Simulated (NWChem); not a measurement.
A calculation on HClSi

```xyz
3

Si    -0.7507    -0.8137     0.0000
H      0.3276    -1.9106     0.0000
Cl     0.5989     0.7825     0.0000
```
Charge 0, spin multiplicity 1.

Everything below was run with NWChem. Structure: optimised with PBE0/def2-SVP, a minimum by its harmonic frequencies.

Symmetry labels belong to the abelian group Cs used in the runs, with the axes of the coordinates shown.

B3LYP has NWChem's definition, with VWN1-RPA local correlation. The structure started from a generated list of species.

**Question.** List the lowest 4 singlet excitations that TD-B3LYP/def2-SVPD, VWN1-RPA local correlation gives, with oscillator strengths.

**Answer.** 
| state | symmetry | energy (eV) | wavelength (nm) | f |
|---|---|---|---|---|
| 1 | a" | 2.67 | 465 | 0.012 |
| 2 | a" | 5.06 | 245 | 0.010 |
| 3 | a' | 5.45 | 228 | 0.030 |
| 4 | a' | 5.88 | 211 | 0.108 |
